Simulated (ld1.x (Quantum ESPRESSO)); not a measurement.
# F (Z = 9): one change to a TM potential, before and after

* Element: F (Z = 9)
* Generator: ld1.x (Quantum ESPRESSO) 7.5
* Type: norm-conserving Troullier–Martins (Kleinman–Bylander form)
* Functional: PBEsol
* Relativity: scalar-relativistic
* Frozen core: [He]
* Valence charge: 7
* Reference configuration: 2s1.75 2p5.25
* Partial waves: 2p (bound): rc 1.60 bohr; 3d channel at -0.1 Ry: rc 1.50 bohr; 2s (bound): rc 0.55 bohr
* Local potential: the s channel
* Core correction: none

Change: all radii scaled by about 0.79 (s 0.44, p 1.26, d 1.18 bohr).

Cutoffs: the cutoffs (Ry, on a coarse ladder) from which the occupation-weighted sum of valence levels, in a spherical-Bessel basis at the reference potential, stays within 10 and 1 mRy of its value at 400 Ry; they do not see the model core or the augmentation charge, which bear on the density cutoff. Errors are all-electron minus pseudo energies relative to the spin-unpolarised reference configuration.

Task: What does the change do?

Result: Of the 7 tests that both files solve, the error grows in 1 and shrinks in 6 by more than 15 % and 0.3 meV (median size 69.8 → 30.2 meV); neither file shows a bound ghost.

| quantity | base | changed |
| --- | --- | --- |
| cutoffs, loose and tight | 230 Ry, 300 Ry | not determined |
| bound ghosts | none | none |
| error for 2s2 2p5, meV [ΔE -4.67 eV] | +1.1 | +2.6 |
| error for 2s2 2p4, meV [ΔE 14.65 eV] | +70 | +30 |
| error for 2s2 2p3, meV [ΔE 52.93 eV] | +421 | +170 |
| error for 2s2 2p2, meV [ΔE 113.41 eV] | +1527 | +639 |
| error for 2s2 2p4.5, meV [ΔE 2.84 eV] | +20 | +10 |
| error for 2s2 2p1, meV [ΔE 199.01 eV] | +4120 | +1840 |
| error for 2s1 2p5, meV [ΔE 33.64 eV] | -69 | -3.2 |
